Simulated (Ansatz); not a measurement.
Coupled-cluster run, AlBH₈Si₂.

```yaml
crystal:
  periodic: [false, false, false]
  atoms:
    - {symbol: Al, position_ang: [-0.974205, 1.026118, 0.069624]}
    - {symbol: B, position_ang: [0.996226, -0.020364, 0.522647]}
    - {symbol: Si, position_ang: [-0.004817, -1.090984, 1.656947]}
    - {symbol: Si, position_ang: [0.808137, -0.210962, -1.441673]}
    - {symbol: H, position_ang: [-2.406162, 0.354563, -0.068140]}
    - {symbol: H, position_ang: [-0.733215, 2.587788, 0.050123]}
    - {symbol: H, position_ang: [1.699087, 0.834540, 0.976187]}
    - {symbol: H, position_ang: [-0.097457, -0.931921, 3.132465]}
    - {symbol: H, position_ang: [-0.959800, -2.135241, 1.204267]}
    - {symbol: H, position_ang: [1.801723, 0.476278, -2.300509]}
    - {symbol: H, position_ang: [0.442095, -1.539029, -1.992204]}
    - {symbol: H, position_ang: [-0.494513, 0.594112, -1.775833]}
basis:
  gaussian: {orbitals: def2-TZVPP}
correlation: {method: ccsd_t}
output: {orbitals: {seedname: orbitals}}
```

```sh
$ ansatz run in.yaml --threads 4 --pin off --events-out ev --progress --plain --max-ram 10444MiB
```

Log, shortened:

```
Functional definition: HF
1526 factors; integrals over basis functions are off by at most 1.5e-3 eV
mean field evaluation 1: about -23101.9073 eV, gradient 2.4e1 eV
mean field evaluation 2: about -23102.1781 eV, gradient 2.4e1 eV
mean field evaluation 4: about -23104.8899 eV, gradient 3.8e0 eV
mean field evaluation 8: about -23104.9563 eV, gradient 1.7e-1 eV
mean field -23104.95655467 eV, -849.0914922820 hartree, gradient 3.8e-6 eV, S^2 0.000000; 0 other end points of the search recorded, 0 dependent functions left out
16 core orbitals not correlated: weight in the atoms' cores, before any rotation towards them, 1.000 or more for the frozen orbitals, at most 0.000 for the correlated occupied ones
reference -23104.95655467 eV, -849.0914922820 hartree; 11, 11 occupied and 242, 242 virtual orbitals, 1526 factors
second order -12.72590507 eV of doubles, -0.00000000 eV of singles
cycle   1  -13.93372576 eV  change    -1.2e0 eV  update   9.9e-2
cycle   2  -14.45523468 eV  change   -5.2e-1 eV  update   3.3e-2
cycle   3  -14.51960671 eV  change   -6.4e-2 eV  update   1.2e-2
cycle   4  -14.51371185 eV  change    5.9e-3 eV  update   4.1e-3
cycle   5  -14.51217616 eV  change    1.5e-3 eV  update   1.4e-3
cycle   6  -14.51186709 eV  change    3.1e-4 eV  update   4.9e-4
cycle   7  -14.51192262 eV  change   -5.6e-5 eV  update   1.9e-4
cycle   8  -14.51201214 eV  change   -9.0e-5 eV  update   8.3e-5
cycle   9  -14.51201067 eV  change    1.5e-6 eV  update   3.0e-5
cycle  10  -14.51199724 eV  change    1.3e-5 eV  update   1.2e-5
perturbative correction -0.62357258 eV, -0.0229158696 hartree
Total energy: -23120.09212449 eV, -849.6477142137 hartree
```

Hardware: 4 threads of an Arm Neoverse V2 on a shared host. Wall time 91 s, peak host memory 6.1 GiB.

MP2 recovers 84.1 % of the CCSD(T) correlation energy and the triples give 4.1 %; T1 = 0.0140.
